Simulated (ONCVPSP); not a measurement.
PBE ONCV dataset for tellurium, scalar-relativistic all-electron reference.

ONCVPSP 4.0.1 input, shortened (lines: element, Z, core and valence counts, functional; n l f; lmax; l rc ep ncon nbas qcut; lloc lpopt rc5 dvloc0; l nproj debl; icmod fcfact rcfact), PBE, scalar-relativistic:

```
  Te 52.00    6    5        4      upf
    1    0    2.00
    2    0    2.00
    2    1    6.00
    3    0    2.00
    3    1    6.00
    3    2   10.00
    4    0    2.00
    4    1    6.00
    4    2   10.00
    5    0    2.00
    5    1    4.00
    2
    0    1.25    0.00    3    8    9.60
    1    1.45    0.00    4    8    9.80
    2    0.95    0.00    3    7   11.10
    4    5    0.70    0.00
    0    2    0.40
    1    2    1.30
    2    2    0.90
    0    0.00    0.00
```

In the d channel the program set the typed energies aside and used -1.531, 0.250 Ha.

Poles of the logarithmic derivatives, all-electron (AE) and pseudo (PS). s: poles at -5.3 (AE) and -5.3 (PS) Ha. p: poles at -3.8 (AE) and -3.8 (PS) Ha. d: poles at 4.0 (AE) and 4.0 (PS) Ha. Test radii: s 1.27, p 1.47, d 0.96 bohr.

* Cutoffs needed: 52 Ha and 60 Ha (the cutoffs (Ha) at which the residual kinetic energy of the hardest occupied pseudo-wave falls to 1 and 0.1 mHa per electron)
* Ghost test: no bound ghost flagged; GHOST(+) flagged for s at 11.7 eV
* Largest excitation error: -12 meV (all-electron minus pseudo) for 4s2 4p6 4d10 5s2 5p1, out of 4 test configurations
